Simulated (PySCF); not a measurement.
Vertical excitations of a molecule CH₇F₂NSi₂ from TDDFT-PBE/def2-SVPD run with PySCF, as energy in eV (oscillator strength): 6.17 (0.022), 6.37 (0.040), 6.60 (0.059), 6.96 (0.006), 7.24 (0.039), 7.42 (0.003), 7.55 (0.001), 7.61 (0.003), 7.67 (0.007), 7.71 (0.020). Lowest triplet (TDA): 5.88 eV. The structure is a stationary point at r2SCAN-D4/def2-SVP. The values are those of a single conformer.

Q: Which structure fits?
A. CN([SiH2]F)[SiH2]F
B. CN[Si@H](F)[SiH2]F
C. NC[Si@H](F)[SiH2]F
D. C[Si@](N)(F)[SiH2]F

A: A, CN([SiH2]F)[SiH2]F
